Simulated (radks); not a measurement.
Values are calculated unless marked as measured or tabulated.
Ionisation of neutral osmium, [Xe] 4f14 5d6 6s2, to [Xe] 4f14 5d6 6s1 as the strength of local exchange is varied. Level of theory: scalar-relativistic Kohn-Sham, Slater X-alpha exchange (alpha = 2/3 is LDA exchange), no correlation, spin-polarised, spherical densities, finite nucleus; open shells are filled with parallel spins first (spin-orbit coupling, left out, can overturn this in heavy ions); Fermi nuclear charge, rms radius 5.4126 fm (a radial shooting solver on a logarithmic mesh with Libxc functionals).

| alpha | E(Os) (hartree) | exchange (hartree) | IE (eV) | -e of the level emptied (eV) | <r> of it (bohr) |
|---|---|---|---|---|---|
| 0.667 | -17233.2849 | -320.6212 | 7.351 | 4.445 (6s) | 3.192 |
| 0.726 | -17261.8184 | -349.6024 | 7.644 | 4.752 (6s) | 3.156 |
| 0.73 | -17263.7547 | -351.5708 | 7.664 | 4.773 (6s) | 3.153 |
| 0.763 | -17279.7382 | -367.8281 | 7.833 | 4.951 (6s) | 3.133 |
| 0.91 | -17351.1296 | -440.6270 | 8.615 | 5.784 (6s) | 3.045 |
| 0.914 | -17353.0766 | -442.6166 | 8.637 | 5.808 (6s) | 3.042 |
| 0.929 | -17360.3799 | -450.0816 | 8.720 | 5.897 (6s) | 3.034 |
| 0.949 | -17370.1228 | -460.0450 | 8.831 | 6.017 (6s) | 3.022 |

NIST Atomic Spectra Database: 8.438 eV (measured). The Delta-SCF value meets it near alpha = 0.88. Open shells are spherical and high-spin; term and fine-structure splittings are not resolved. Spin-orbit splitting is averaged out at the scalar-relativistic level.
